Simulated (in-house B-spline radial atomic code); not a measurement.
Ionising Nb⁸⁺ with different functionals

Computed with a B-spline radial code for spherical atoms: non-relativistic Hamiltonian, point nucleus, spin-polarised at highest spin, spherical fractional occupations for the functionals, the average over the highest-spin determinants for Hartree-Fock. The ionisation energy is the difference of two self-consistent energies, [Ar] 3d10 4s2 4p3 → [Ar] 3d10 4s2 4p2, without Breit or QED terms; ε is the level of the shell that loses the electron (its least bound occupied spin orbital). There is no spin-orbit coupling in this Hamiltonian.

Hybrids are left out here: with spherical fractional occupations of an open shell their exact exchange keeps a self-interaction that integer-occupation calculations don't have.

| method | rung | ΔSCF (eV) | -ε(4p) (eV) |
| --- | --- | --- | --- |
| Hartree-Fock | Hartree-Fock | 159.38 | 159.76 |
| LDA VWN5 | LDA | 159.88 | 150.41 |
| LDA PW92 | LDA | 159.87 | 150.40 |
| LDA exchange-only | LDA | 158.42 | 148.99 |
| PBE | GGA | 159.80 | 150.40 |
| PBEsol | GGA | 159.80 | 150.38 |
| BLYP | GGA | 159.57 | 150.09 |
| RPBE | GGA | 159.79 | 150.41 |
| PW91 | GGA | 159.92 | 150.50 |
| BP86 | GGA | 159.88 | 150.44 |
| AM05 | GGA | 159.79 | 150.35 |
| OLYP | GGA | 160.27 | 150.85 |
| TPSS | meta-GGA | 160.06 | 150.72 |
| SCAN | meta-GGA | 160.68 | 151.45 |
| r2SCAN | meta-GGA | 160.61 | 151.36 |
| M06-L | meta-GGA | 160.17 | 151.29 |
| revTPSS | meta-GGA | 160.08 | 150.75 |

**Question.** How do they compare with the NIST value?

**Answer.** NIST lists 159.2 eV ± 0.7 (semi-empirical, ground level to ground level). Errors run from -0.78 to +1.48 eV; Hartree-Fock is closest (+0.18 eV), though others lie within the uncertainty of it, and part of that can be cancellation, since the calculations leave out relativity, Breit-QED terms, multiplet and fine-structure energies. Hartree-Fock also lacks correlation.
